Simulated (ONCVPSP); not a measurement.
## Transferability test, ONCV potential for nickel

Ni, optimised norm-conserving Vanderbilt (ONCV), made with ONCVPSP 4.0.1 (BLYP, scalar-relativistic). Core [Ar], reference 3d8 4s2. Waves: 4s: rc 2.05 bohr, ncon 4, nbas 9, qcut 2.9 1/bohr, 2 projectors, debl 0.9 Ha; p scattering state at 0.24 Ha: rc 1.70 bohr, ncon 4, nbas 7, qcut 5.4 1/bohr, 2 projectors, debl 1.9 Ha; 3d: rc 0.80 bohr, ncon 3, nbas 7, qcut 14 1/bohr, 2 projectors, debl 1 Ha. Local part: polynomial inside 0.75 bohr (lpopt 5, dvloc0 0 Ha). Core correction: none.

Energies are relative to the spin-unpolarised reference configuration 3d8 4s2; without spin polarisation the order of configurations can differ from experiment.

```json
{"valence configuration": "3d8 4s0", "charge": "+2", "ΔE all-electron (eV)": "26.896", "error AE − PS (meV)": "+29"}
{"valence configuration": "3d7 4s0", "charge": "+3", "ΔE all-electron (eV)": "64.369", "error AE − PS (meV)": "+107"}
{"valence configuration": "3d8 4s0 4p2", "charge": "0", "ΔE all-electron (eV)": "9.596", "error AE − PS (meV)": "+0.9"}
```

Q: What are ΔE and the potential's error for 3d8 4s1?

A: ΔE = 9.349 eV all-electron; the error (AE − PS) is +2.2 meV.

Levels in the configuration 3d7 4s0:

| level | all-electron (eV) | pseudo (eV) |
| --- | --- | --- |
| 3d | -47.050 | -47.119 |

Note: ghosts flagged at negative energy: s at -205.7 eV, p at -308.9 eV, p at -43.3 eV; no localised positive-energy state flagged. A true bound ghost makes a file unfit for plane-wave use.
